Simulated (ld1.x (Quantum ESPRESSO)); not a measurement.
## Configuration tests for Pm (Z = 61) (TM)

* Element: promethium (Pm)
* Generator: ld1.x (Quantum ESPRESSO) 7.5
* Type: norm-conserving Troullier–Martins (Kleinman–Bylander form)
* Functional: BLYP
* Relativity: scalar-relativistic
* Frozen core: [Xe]
* Valence charge: 7
* Reference configuration: 4f5 5d0 6s0 6p0 (charge +2)
* Partial waves: 6s (bound, empty): rc 2.60 bohr; 6p (bound, empty): rc 1.80 bohr; 4f (bound): rc 0.75 bohr; 5d (bound, empty): rc 3.70 bohr
* Local potential: the d channel
* Core correction: a·sin(br)/r model core inside 0.40 bohr

Energies are relative to the spin-unpolarised reference configuration 4f5 5d0 6s0 6p0; without spin polarisation the order of configurations can differ from experiment. Not all tests gave a result: 2 of 7 tests not solved or not reliable. Left out of the table: 4f5 5d0 6s0 6p2 (solver errors, printed error -388 eV); 4f5 5d0 6s0 6p1 (solver errors, printed error -331 eV). The frozen-core shift is the all-electron ΔE with the core orbitals held at their reference shape minus the fully relaxed ΔE.

| valence configuration | charge | ΔE all-electron (eV) | error AE − PS (meV) | frozen-core shift (meV) |
| --- | --- | --- | --- | --- |
| 4f5 5d0 6s2 6p0 | 0 | -16.865 | -101 | +36 |
| 4f4 5d0 6s0 6p0 | +3 | 23.036 | -1609 | +1398 |
| 4f4 5d0 6s2 6p0 | +1 | -8.380 | -1418 | +787 |
| 4f4 5d1 6s1 6p0 | +1 | -8.231 | -1005 | +506 |

What are ΔE and the potential's error for 4f5 5d0 6s1 6p0?

ΔE = -11.054 eV all-electron; the error (AE − PS) is -26 meV.

Levels in the configuration 4f4 5d0 6s0 6p0:

| level | all-electron (eV) | pseudo (eV) |
| --- | --- | --- |
| 4f | -31.474 | -35.196 |

These tests converged, but a pseudo level misses the all-electron one widely, so the file describes the atom poorly there or has found another state: 4f4 5d0 6s0 6p0: 4f by 3.7 eV; 4f4 5d0 6s2 6p0: 4f by 3.7 eV; 4f4 5d1 6s1 6p0: 4f by 2.8 eV.

Note: ghost states, extra bound levels that the all-electron valence spectrum of the same l lacks: p at -36.3 eV, s at -23.3 eV. A true bound ghost makes a file unfit for plane-wave use. The 6p radius (1.80 bohr) lies inside the outermost node of the all-electron wave (2.02 bohr), which a nodeless pseudo-wave cannot match soundly.
